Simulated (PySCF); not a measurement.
How the method changes the constants of Cs₂

State: ¹Σg⁺ (singlet), closed shell. Set-up: PySCF, scalar-relativistic core potentials, basis sets Cs def2-TZVP with ECP46. De refers to Cs + Cs in their ground configurations, without counterpoise correction.

```
      Level  Re (Å)  ωe (cm⁻¹)  De (eV)
    RHF-MP2   4.627       43.7    0.255
RHF-SCS-MP2   4.696       42.3    0.296
   RHF-CCSD   4.761       40.2    0.291
RHF-CCSD(T)   4.775       38.6    0.356
        PBE   4.742       40.2    0.489
     PBEsol   4.678       41.5    0.492
       BLYP   4.759       38.2    0.419
     r²SCAN   4.853       39.5    0.284
    r²SCANh   4.834       40.2    0.282
       PBE0   4.764       41.3    0.410
```

Problem. Which functional lies closest to RHF-CCSD(T) in De, which farthest, and by how much do they differ from it?

Solution. Closest is PBE0 (-1.1 pm in Re, +7.0 % in ωe, +0.05 eV in De against RHF-CCSD(T) in the same basis), farthest PBEsol (-9.7 pm in Re, +7.5 % in ωe, +0.14 eV in De). CCSD(T) converges more slowly with the basis than the functionals do and binds too weakly in this one, so the order can change at the basis-set limit.

Problem. What does a quarter of exact exchange do here, going from PBE to PBE0?

Solution. PBE0 less PBE: +2.2 pm in Re, +2.7 % in ωe, -0.08 eV in De. Exact exchange removes part of the self-interaction that spreads semilocal densities, and in most molecules shortens and stiffens the bond and lowers De; here Re goes the other way.

Problem. What does the triples do here, going from RHF-CCSD to RHF-CCSD(T)?

Solution. RHF-CCSD(T) less RHF-CCSD: +1.4 pm in Re, -4.0 % in ωe, +0.07 eV in De. Correlation nearly always deepens the well. The bond lengthens, as in strong covalent bonds, where excitations into antibonding orbitals dominate.

Correlated steps freeze no core orbitals. Closed-shell solutions of metal pairs were not tested for spin polarisation, which can lower them a little. The bond is weak. Basis-set superposition, not corrected here, can be much of De in a small basis, most of all at correlated wavefunction levels. Functionals without a dispersion term scatter widely for such bonds, and LDA overbinds them. Spin–orbit coupling is left out. Where the molecule has an RHF reference, its open-shell atoms are computed with UHF.

The whole job (state search and all levels along the bond) took about 1.6 min on 1 thread of Oxide Virtual Turin-like (shared host), peak memory 0.79 GiB.
